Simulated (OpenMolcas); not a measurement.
**O3+, S3+, Se3+, Te3+: ns2 np down the group**

- Program: OpenMolcas 26.06
- Method: CASSCF
- Basis: ANO-R2
- Scalar Hamiltonian: X2C, finite nucleus
- Spin-orbit coupling: RASSI with atomic mean-field integrals over the reference wave functions, term energies averaged over their components

Active space for each ion: 3 electrons in 8 orbitals (s p s p).

Computed levels in cm-1 above 2P* 1/2:

| Level | O3+ | S3+ | Se3+ | Te3+ |
| --- | --- | --- | --- | --- |
| 2P* 3/2 | 373 | 839 | 3785 | 7771 |
| weight of 2P* in the lowest level (%) | 100 | 100 | 100 | 100 |

Measured, with the error of the calculation in %. Measured levels: O3+ from Moore, Selected Tables of Atomic Spectra, NSRDS-NBS 3, section 10; S3+ from NIST levels in Podobedova, Kelleher and Wiese, J. Phys. Chem. Ref. Data 38, 171 (2009); Se3+ from Moore, Atomic Energy Levels, vol. II, NSRDS-NBS 35 (1971 reprint of NBS Circular 467, 1952); Te3+ from Moore, Atomic Energy Levels, vol. III, NSRDS-NBS 35 (1971 reprint of NBS Circular 467, 1958).

```tsv
Level	O3+	S3+	Se3+	Te3+
2P* 3/2	386 (-3.4)	951 (-11.8)	4376 (-13.5)	9223 (-15.7)
```

The fine-structure level 2P* 3/2 changes by a factor of 20.8 from O3+ to Te3+.

Active for correlation alone: 3p 3s; no level in the range computed is led by a configuration that fills them, so any true level of that kind is missing (holds for O3+). Active for correlation alone: 4p 4s; no level in the range computed is led by a configuration that fills them, so any true level of that kind is missing (holds for S3+). Active for correlation alone: 5p 5s; no level in the range computed is led by a configuration that fills them, so any true level of that kind is missing (holds for Se3+). Active for correlation alone: 6p 6s; no level in the range computed is led by a configuration that fills them, so any true level of that kind is missing (holds for Te3+). Measured partners are found by configuration, term and J. A level has none where our copy of the source lacks it or the pairing is in doubt (some pairs that miss far off the trend of their configuration count as doubtful), and it then counts in no deviation. Levels of configurations outside the active space are missing.

* marks odd parity.
